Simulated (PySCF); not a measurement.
Species: C₆H₉NSi.
Numbering: `[SiH3:1][CH2:2][c:3]1[cH:4][cH:5][cH:6][n:7][cH:8]1`

Probes without a nucleus sit at each ring's centroid and 1 Å off its mean plane on both sides; NICS is minus the shielding there, NICSzz its component along the normal. Level: GIAO PBE0/pcSseg-1 (PySCF, non-relativistic, gas phase) on the GFN2-xTB geometry, one conformer.

Ring bond lengths (Å), with Mayer bond orders in brackets: C3–C4 1.392 (1.39), C4–C5 1.384 (1.44), C5–C6 1.387 (1.39), C6–N7 1.322 (1.47), N7–C8 1.320 (1.50), C8–C3 1.393 (1.37).

What do the NICS probes read (ppm)?

```
             ring                                               type  NICS(0)  NICS(1), two faces  NICS(1)zz, two faces  rms pucker (Å)  centre to ring atoms, mean (Å)
C3–C4–C5–C6–N7–C8  6-membered ring with N; formal bonds all aromatic     -7.3       -11.0 / -11.1         -27.6 / -28.2            0.00                            1.37
```

What do they say, and how far can they be read as aromaticity?

- C3–C4–C5–C6–N7–C8: mean NICS(1)zz -27.9 ppm, shielded. For a flat ring without four-coordinate atoms the NICS criterion counts such a value as aromatic.

How equal are the bonds by HOMA? HOMA takes Krygowski's 1993 parameters.

- C3–C4–C5–C6–N7–C8: HOMA 0.99; the largest term is that of N7–C8, α(R − Ropt)² = 0.02. The geometric and the magnetic index point the same way.

At the first NICS(1) probe listed for ring C3–C4–C5–C6–N7–C8, 1 Å off the ring, what do the in-plane components average?

The isotropic value is a third of the trace: (3 × -11.0 − (-27.6))/2 = -2.7 ppm.

Shape of the structure used: `[SiH3:1][CH2:2][c:3]1[cH:4][cH:5][cH:6][n:7][cH:8]1`: Si1–C2–C3–C4 -87°.
